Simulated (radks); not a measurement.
Question: Valence configurations of Sc II (all share [Ar]). Calculated with a radial shooting solver on a logarithmic mesh with Libxc functionals: Dirac Kohn-Sham, LDA (Slater exchange, Perdew-Wang correlation), spin-unpolarised, spherical densities, finite nucleus; open shells fill j = l - 1/2 first; Fermi nuclear charge, rms radius 3.5459 fm. Order these by energy: 3d1.5 4p0.5; 4s1 4p1; 3d1 4s1; 3d1 4s0.5 4p0.5; 3d1 4p1; 4s1.5 4p0.5; 3d0.5 4s1 4p0.5; 3d2; 4s2.

Answer: From the lowest, in eV above it: 3d1 4s1 0.000; 3d2 0.635; 4s2 1.571; 3d1 4s0.5 4p0.5 1.730; 3d1.5 4p0.5 1.743; 3d0.5 4s1 4p0.5 2.278; 3d1 4p1 3.472; 4s1.5 4p0.5 3.515; 4s1 4p1 5.477. NIST lists [Ar] 3d1 4s1 as the ground configuration; this level of theory agrees among the configurations tried. The energies are those of spherical spin-averaged densities, not of single terms.
